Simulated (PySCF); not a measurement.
C₂V, neutral, multiplicity 4. Atoms are numbered in the order given.

```xyz
3

V      0.0000     0.0000     0.6248
C      0.0000     0.6436    -1.1975
C      0.0000    -0.6436    -1.1975
```
Charge 0, spin multiplicity 4.

Geometry: B3LYP-D3(BJ)/def2-TZVP. The spin state was assumed, not searched.

Calculation: ωB97X/def2-TZVPD run with PySCF.

The molecule is in vacuum.

Computed frontier levels, dipole moment and polarisability:
```yaml
"α spin, highest occupied and lowest empty level": -8.78 and -0.87 eV
"β spin, highest occupied and lowest empty level": -9.07 and -1.30 eV
dipole_moment: 7.63 D
quadrupole, principal values (traceless, Buckingham form, about the centre of nuclear charge): -4.93, 0.84, 4.09 D·Å
mean_static_polarisability: 59.2 bohr³ (8.77 Å³)
polarisability_principal_values: 53.6, 55.5, 68.5 bohr³
"⟨S²⟩": 3.771 (pure state 3.75)
```
